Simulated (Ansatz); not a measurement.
Level of theory: frozen-core CCSD(T)/cc-pVTZ // M06-2X/def2-TZVP in Ansatz (a quantum-chemistry and plane-wave program).

Ansatz 0.2 input:
```yaml
crystal:
  periodic: [false, false, false]
  atoms:
    - { symbol: B, position_ang: [-0.053043, 0.004822, 0.000845] }
    - { symbol: F, position_ang: [1.257965, -0.128408, 0.002248] }
    - { symbol: H, position_ang: [-0.49969, 1.10796, -0.000848] }
    - { symbol: H, position_ang: [-0.711667, -0.986412, -0.002469] }
basis:
  gaussian: { orbitals: cc-pVTZ }
correlation:
  method: ccsd_t
```

Output:

```
Functional definition: HF
518 factors; integrals over basis functions are off by at most 1.7e-3 eV
mean field evaluation 1: about -3410.5062 eV, gradient 2.3e1 eV
mean field evaluation 2: about -3410.5068 eV, gradient 2.3e1 eV
mean field evaluation 4: about -3411.5738 eV, gradient 1.9e0 eV
mean field evaluation 8: about -3411.5863 eV, gradient 1.6e-4 eV
mean field evaluation 16: about -3411.5861 eV, gradient 2.5e-1 eV
mean field -3411.58634645 eV, -125.3734857756 hartree, gradient 8.6e-7 eV, S^2 0.000000; 0 other end points of the search recorded, 0 dependent functions left out
2 core orbitals not correlated
reference -3411.58634645 eV, -125.3734857756 hartree; 6, 6 occupied and 80, 80 virtual orbitals, 518 factors
second order -9.73247850 eV of doubles, -0.00000000 eV of singles
cycle   1  -9.83503756 eV  change   -1.0e-1 eV  update   6.7e-2
cycle   2  -10.06081796 eV  change   -2.3e-1 eV  update   2.0e-2
cycle   3  -10.12043929 eV  change   -6.0e-2 eV  update   1.1e-2
cycle   4  -10.11075217 eV  change    9.7e-3 eV  update   2.9e-3
cycle   5  -10.11077033 eV  change   -1.8e-5 eV  update   1.3e-3
cycle   6  -10.11130374 eV  change   -5.3e-4 eV  update   3.1e-4
cycle   7  -10.11112697 eV  change    1.8e-4 eV  update   8.6e-5
cycle   8  -10.11112658 eV  change    3.9e-7 eV  update   1.9e-5
cycle   9  -10.11113501 eV  change   -8.4e-6 eV  update   6.2e-6
perturbative correction -0.27910702 eV, -0.0102569936 hartree
Total energy: -3421.97658847 eV, -125.7553201272 hartree
```

Cost: very roughly 3 core-seconds.
